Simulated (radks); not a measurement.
Problem. Species: Nb15+. Configuration: [Ar] 3d8. Method: Dirac Kohn-Sham, PBE, spin-unpolarised, spherical densities, finite nucleus; open shells are shared between the two j in proportion to 2j + 1; Fermi nuclear charge, rms radius 4.324 fm; computed with a radial shooting solver on a logarithmic mesh with Libxc functionals.

Spin-orbit splittings of the eigenvalues, e(l+1/2) - e(l-1/2), with zeta = 2 splitting/(2l+1) and mean radii in bohr:

| shell | occ. | splitting (eV) | zeta (eV) | <r> j=l-1/2 | <r> j=l+1/2 |
|---|---|---|---|---|---|
| 2p | 6 | 96.09 | 64.06 | 0.1344 | 0.1388 |
| 3p | 6 | 16.82 | 11.21 | 0.4228 | 0.4320 |
| 3d | 8 | ? | ? | 0.4025 | 0.4054 |

Estimate the 3d splitting.

Solution. 3.295 eV (zeta = 1.318 eV).
